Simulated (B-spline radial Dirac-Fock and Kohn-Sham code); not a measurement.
# Kohn-Sham estimates against Dirac-Fock for the levels of Pd

System: neutral palladium in the configuration [Kr] 4d10.

The density-functional columns are spherical, spin-unpolarised Dirac-Kohn-Sham results without Breit or QED terms: −ε is minus the orbital energy of the initial state and ΔSCF the difference of two total energies, and "half-occupied" is minus the orbital energy with half an electron removed (Slater transition state). The reference in the last column comes from relaxed Dirac-Fock hole states (ΔSCF) with Breit and QED corrections and a finite nucleus. All numbers are from a radial atomic solver, in eV; a selection of levels is shown. The Kohn-Sham columns are given as differences from the reference. For the 1s level of heavy atoms much of the gap between ΔSCF and the reference is the Breit and QED part, -73.1 eV here; for other levels the error of the functional can be larger.

```
     level  PBE0 −ε − DF  PBE ΔSCF − DF  LDA −ε − DF  LDA ΔSCF − DF  LDA half-occupied − DF  Dirac-Fock
    K (1s)        -118.4          +97.9       -234.1          +66.5                   +67.0     24355.1
   L1 (2s)         -57.1          -41.2        -94.0          -44.4                   -44.6      3615.7
L2 (2p1/2)         -38.5           -4.5        -67.9           -5.5                    -5.7      3336.7
L3 (2p3/2)         -41.0          -10.1        -69.9          -10.9                   -11.1      3179.5
   M1 (3s)         -27.5          -27.3        -43.6          -28.3                   -28.5       678.1
M2 (3p1/2)         -20.1          -17.2        -33.1          -17.4                   -17.6       567.6
M3 (3p3/2)         -20.1          -17.4        -32.8          -17.6                   -17.8       539.5
M4 (3d3/2)          -8.1           -0.2        -16.3           +0.3                    +0.1       345.3
M5 (3d5/2)          -8.3           -0.6        -16.5           -0.1                    -0.3       339.9
   N1 (4s)          -8.8           -7.5        -13.6           -7.4                    -7.5       99.03
N2 (4p1/2)          -5.8           -3.5         -9.3           -3.2                    -3.4       63.75
N3 (4p3/2)          -5.9           -3.6         -9.5           -3.5                    -3.6       59.40
N4 (4d3/2)          -1.0           +2.7         -2.1           +3.0                    +2.9        6.70
N5 (4d5/2)          -1.1           +2.6         -2.1           +2.9                    +2.8        6.28
```

For the outermost level NIST gives 8.336839 eV (measured); the differences from it are PBE0 −ε -3.11, PBE ΔSCF +0.59, LDA −ε -4.19, LDA ΔSCF +0.86, LDA half-occupied +0.76, Dirac-Fock -2.05 eV.

Values without a named source are computed, but for edge energies of neutral atoms, which are taken from tables.
